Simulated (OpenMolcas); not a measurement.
Fe4+, Ru4+, Os4+: d4 down the group

```json
{
 "Program": "OpenMolcas",
 "Method": "SS-CASPT2, IPEA 0.25 Eh, imaginary shift 0.1 Eh",
 "Basis": "ANO-RCC-VTZP",
 "Scalar Hamiltonian": "DKH2, point nucleus",
 "Spin-orbit coupling": "state interaction with AMFI integrals over the reference wave functions, term energies averaged over their components"
}
```

Active space for each ion: 4 electrons in 10 orbitals (d d); closed shells correlated by CASPT2: Fe4+ 3s 3p; Ru4+ 4s 4p; Os4+ 5s 5p.

Computed levels in cm-1 above 5D0:

| Level | Fe4+ | Ru4+ | Os4+ |
| --- | --- | --- | --- |
| 5D1 | 155 | 490 | 4400 |
| 5D2 | 455 | 1310 | 8260 |
| 5D3 | 884 | 2340 | 11290 |
| 5D4 | 1426 | 3500 | 13360 |
| 3P0(1) | 24820 | 16690 | 18870 |
| 3H4 | 25540 | 18150 | 21270 |
| 3P1(1) | 25740 | 19120 | 25540 |
| 3H5 | 25890 | 19350 | 26440 |
| 3H6 | 26280 | 20350 | 28850 |
| weight of 5D in the lowest level (%) | 100 | 97 | 64 |

Mixed levels, with the weight of the term that names them: Os4+ 5D0 (64 %), Os4+ 5D4 (70 %), Os4+ 3P0(1) (52 %), Os4+ 3H4 (57 %).

Measured, with the error of the calculation in %. Measured levels: Fe4+ from Corliss and Sugar, J. Phys. Chem. Ref. Data 11, 135 (1982); Os4+ from the list in Palmeri et al., Atoms 14, 22 (2026).

| Level | Fe4+ | Os4+ |
| --- | --- | --- |
| 5D1 | 142 (+9.0) | 4311 (+2.1) |
| 5D2 | 417 (+8.9) | 8083 (+2.2) |
| 5D3 | 803 (+10.0) | 11018 (+2.4) |
| 5D4 | 1283 (+11.2) | 12966 (+3.0) |
| 3P0(1) | 24055 (+3.2) |  |
| 3H4 | 24932 (+2.4) | 20374 (+4.4) |
| 3P1(1) | 24973 (+3.1) | 24680 (+3.5) |
| 3H5 | 25226 (+2.6) | 25344 (+4.3) |
| 3H6 | 25528 (+3.0) | 27669 (+4.3) |

The fine-structure level 5D4 changes by a factor of 9.37 from Fe4+ to Os4+.

Without spin-orbit coupling 3P(1) lies 25610, 18310, 16020 cm-1 above 5D in that order; the difference to the level 3P0(1), of either sign, comes from spin-orbit coupling, which also lowers the zero.

CASPT2 does not keep the components of a term degenerate, so their means are used; among the terms shown or strongly mixed into the levels shown the widest spread is 95 cm-1 (5d4 1I, Os4+). Active for correlation alone: 4d; no level in the range computed is led by a configuration that fills it, so any true level of that kind is missing (holds for Fe4+). Active for correlation alone: 5d; no level in the range computed is led by a configuration that fills it, so any true level of that kind is missing (holds for Ru4+). Active for correlation alone: 6d; no level in the range computed is led by a configuration that fills it, so any true level of that kind is missing (holds for Os4+). Computed and measured levels are paired by configuration, term and J; levels that our copy of the source lacks, or whose pairing is in doubt (as where it misses far off the trend of its configuration), stay unpaired and out of the deviations. Only configurations of the active space appear.

A number in round brackets counts repeated terms of one configuration in the order of the reference energies.
